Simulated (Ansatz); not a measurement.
Computed with Ansatz on PBE0-D4/def2-TZVP structures; ΔE is electronic, products minus reactants. CCSD(T)/CBS is the MP2 limit (def2-TZVPP, def2-QZVPP) plus CCSD(T) − MP2 in def2-TZVPP, frozen cores. DFT in def2-TZVPP. B3LYP here is the variant with VWN-RPA as its local correlation; programs differ in this. HSE06 is defined as in plane-wave codes. def2 core potentials past Kr. For Ge, I outer-core shells are correlated without core-valence functions, which leaves a few kJ/mol of doubt a bond. Scalar relativity is left out up to krypton. One conformer a species, not always the lowest.

Reaction (redistribution): `[GeH3][GeH2][SiH2][GeH2][GeH3]` + `[SiH3]I` → `[GeH3][I]` + `[SiH3][GeH2][SiH2][GeH2][GeH3]`

| level | ΔE (kJ/mol) | difference from CCSD(T)/CBS |
| --- | --- | --- |
| LDA (SPW92) | 14.0 | -3.9 |
| revPBE-D4 | 11.2 | -6.7 |
| r2SCAN-D4 | 13.8 | -4.1 |
| B3LYP-D4 | 12.8 | -5.1 |
| r2SCANh-D4 | 14.1 | -3.8 |
| CAM-B3LYP-D4 | 13.6 | -4.3 |
| ωB97X-V | 13.4 | -4.5 |
| B2PLYP | 14.8 | -3.1 |
| PBE | 11.8 | -6.1 |
| r2SCANh | 14.1 | -3.8 |
| HSE06 | 12.4 | -5.5 |
| CAM-B3LYP | 13.4 | -4.5 |
| HF/def2-SVP | 6.8 | -11.1 |
| MP2/def2-SVP | 11.2 | -6.7 |
| HF/CBS(def2) | 10.4 | -7.5 |
| MP2/CBS(def2) | 21.7 | 3.8 |
| CCSD(T)/CBS | 17.9 | 0 |

Largest T1 diagnostic among the species: 0.012.

In def2-TZVPP, CCSD(T) changes the Hartree–Fock value by +5.5 kJ/mol (the triples alone add +0.1 kJ/mol) and MP2 by +9.3 kJ/mol. Leaving LDA and LC-ωPBE aside and taking each functional with its dispersion term where it has one, the values, not all of them listed here, spread over 6.4 kJ/mol, from B97M-V to ωB97M-V.
